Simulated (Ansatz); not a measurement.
Isolated molecules relaxed with PBE0-D4/def2-TZVP in Ansatz; ΔE leaves out vibrations. CBS: MP2 limit from def2 TZ/QZ plus the TZ coupled-cluster correction, frozen cores. Each species was taken in one conformer, which may not be the lowest.

Reaction (substitution at a C–C bond): `C#CC(C)C` + `[CH3][AlH][OH]` → `C#C[O][AlH][CH3]` + propane

`C#CC(C)C`:

```xyz
13

C     1.794    0.279    1.734
C     0.829    0.050    1.056
C    -0.331   -0.217    0.214
C    -0.963    1.087   -0.270
C     0.044   -1.126   -0.956
H     2.646    0.480    2.338
H    -1.067   -0.744    0.833
H    -1.855    0.875   -0.865
H    -0.260    1.644   -0.893
H    -1.249    1.723    0.569
H     0.475   -2.064   -0.605
H     0.778   -0.635   -1.600
H    -0.841   -1.352   -1.555
```

`[CH3][AlH][OH]`:

```xyz
8

C     0.712    0.365    0.983
Al   -0.458    0.131   -0.548
O    -0.661   -1.447   -1.149
H     1.570    0.996    0.728
H     1.094   -0.588    1.353
H     0.192    0.867    1.805
H    -1.231    1.317   -1.270
H    -1.218   -1.641   -1.901
```

`C#C[O][AlH][CH3]`:

```xyz
10

C    -0.192    0.678   -2.666
C    -0.066   -0.214   -1.870
O     0.068   -1.179   -1.038
Al    0.148   -1.187    0.691
C     0.025    0.505    1.619
H    -0.302    1.457   -3.378
H     0.318   -2.643    1.264
H    -0.897    1.028    1.347
H     0.850    1.163    1.328
H     0.047    0.392    2.705
```

`CCC`:

Cartesian coordinates in Å:
```
C -0.714 1.068 0.004
C -0.140 -0.222 -0.556
C 0.817 -0.904 0.408
H 0.080 1.786 0.231
H -1.265 0.884 0.931
H -1.400 1.544 -0.702
H -0.956 -0.908 -0.805
H 0.378 -0.014 -1.498
H 1.221 -1.829 -0.010
H 0.317 -1.153 1.348
H 1.662 -0.252 0.650
```

```
          level  ΔE (eV)
   MP2/def2-SVP     0.58
CCSD/def2-TZVPP     0.67
```

**Question.** What does CCSD(T)/CBS give? (Best estimate.)

**Answer.** The calculation gave: +0.71 eV. The listed levels differ from it by -0.13, -0.04 eV.

Largest T1 diagnostic among the species: 0.013.

At CCSD(T), def2-SVP lies −0.18 eV from the extrapolated value and def2-TZVPP −0.03 eV. In def2-TZVPP, CCSD(T) changes the Hartree–Fock value by +0.16 eV (the triples alone add +0.01 eV) and MP2 by +0.23 eV. Leaving LDA and LC-ωPBE aside and taking each functional with its dispersion term where it has one, the values, not all of them listed here, spread over 0.11 eV, from PBE-D4 to PBE-QIDH.
